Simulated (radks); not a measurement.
The numbers below are computed, except where a source is named.
Task: All-electron atom: Ni4+ in [Ar] 3d6. Level of theory: Dirac Kohn-Sham, BLYP, spin-unpolarised, spherical densities, finite nucleus; open shells are shared between the two j in proportion to 2j + 1; Fermi nuclear charge, rms radius 3.7757 fm (a radial shooting solver on a logarithmic mesh with Libxc functionals).

Spin-orbit splittings of the eigenvalues, e(l+1/2) - e(l-1/2), with zeta = 2 splitting/(2l+1) and mean radii in bohr:

shell  occ.  splitting (eV)  zeta (eV)  <r> j=l-1/2  <r> j=l+1/2
2p        6               ?          ?       0.2131       0.2163
3p        6           2.328      1.552       0.7513       0.7602
3d        6          0.2988     0.1195       0.8397       0.8431

Estimate the 2p splitting.

Result: 17.49 eV (zeta = 11.66 eV).
